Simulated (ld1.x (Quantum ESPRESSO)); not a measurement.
## I (Z = 53): one change to a TM potential, before and after

ld1.x (Quantum ESPRESSO) 7.5 input, shortened:

```
&input
   title='I', zed=53., rel=1, dft='PBE', iswitch=3,
   config='[Kr] 4d10 5s2 5p4'
 /
 &inputp
   pseudotype=2, tm=.true., lloc=0,
   nlcc=.true., new_core_ps=.true.
 /
2
5P  2  1   4.00   0.00  1.70  1.70  0.0
5S  1  0   2.00   0.00  1.85  1.85  0.0
 &test
   configts(1)='5s2 5p4'
 /
```

Change: wave 5p (bound): rc 1.70 bohr becomes 5p (bound): rc 2.58 bohr.

Cutoffs: the cutoffs (Ry, on a coarse ladder) from which the occupation-weighted sum of valence levels, in a spherical-Bessel basis at the reference potential, stays within 10 and 1 mRy of its value at 400 Ry; they do not see the model core or the augmentation charge, which bear on the density cutoff. Errors are all-electron minus pseudo energies relative to the spin-unpolarised reference configuration.

**Question.** How do hardness, ghosts and transferability respond?

**Answer.** The potential gets softer (35 Ry and 70 Ry → 30 Ry and 50 Ry); both files keep a bound ghost (d); of the 7 tests that both files solve, the error grows in 3 and shrinks in 1 by more than 15 % and 0.3 meV (median size 7.4 → 2.8 meV). A larger radius leaves more room for a smooth pseudo-wave, so fewer plane waves are needed.

```tsv
quantity	base	changed
cutoff, loose	35 Ry	30 Ry
cutoff, tight	70 Ry	50 Ry
loose cutoff by channel (10 mRy a level)	p 25 Ry, s 25 Ry	p 10 Ry, s 25 Ry
bound ghosts	d	d
error for 5s2 5p5, meV [ΔE -11.13 eV]	+3.1	+2.8
error for 5s2 5p3, meV [ΔE 19.85 eV]	-8.2	-11
error for 5s2 5p2, meV [ΔE 49.17 eV]	-37	-53
error for 5s2 5p4.5, meV [ΔE -6.60 eV]	+1.7	+1.6
error for 5s2 5p1, meV [ΔE 88.60 eV]	-116	-174
error for 5s1 5p6, meV [ΔE -0.72 eV]	-1.8	+1.6
error for 5s1 5p5, meV [ΔE 10.98 eV]	-7.4	-1.4
```

 A true bound ghost makes a file unfit for plane-wave use even where its test errors are small: the radial tests pick states by their node count and pass the ghost by.
